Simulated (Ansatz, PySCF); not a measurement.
Gas-phase reaction in SMILES: [I][Tl] -> [I][Tl] as doublet, charge +1 + e-
Each molecule is optimised on its own at B3LYP-D3(BJ)/def2-TZVP (Ansatz, an electronic-structure program). A spin state is the lowest found, not a proven ground state.

Quantity: adiabatic ionisation energy (0 K, with B3LYP-D3(BJ) harmonic zero-point energies from PySCF), in eV. Valence correlation only, unless marked. Open shells are spin-unrestricted. Spin-orbit coupling is left out. The frozen core is the preceding noble-gas configuration, with the filled d and f shells of earlier blocks. Past Kr the def2 sets carry scalar-relativistic core potentials. CBS(X,Y): correlation extrapolated as X^-3; Hartree-Fock from the larger set.

```tsv
level	program	adiabatic ionisation energy (eV)
PBE/def2-TZVPD	Ansatz	8.61
revPBE-D4/def2-TZVPD	Ansatz + dftd4	8.46
revPBE/def2-TZVPD	Ansatz	8.45
r2SCAN-D4/def2-TZVPD	Ansatz + dftd4	8.65
PBE0/def2-TZVPD	Ansatz	8.58
LC-wPBE-D3(BJ)/def2-TZVPD	Ansatz + dftd3	8.50
wB97X-V/def2-TZVPD	Ansatz	8.50
CCSD/def2-SVP	Ansatz	8.00
CCSD(T)/def2-TZVPPD	Ansatz	8.30
CCSD(T)/CBS(def2-TZVPPD,def2-QZVPPD)	Ansatz	8.52
```
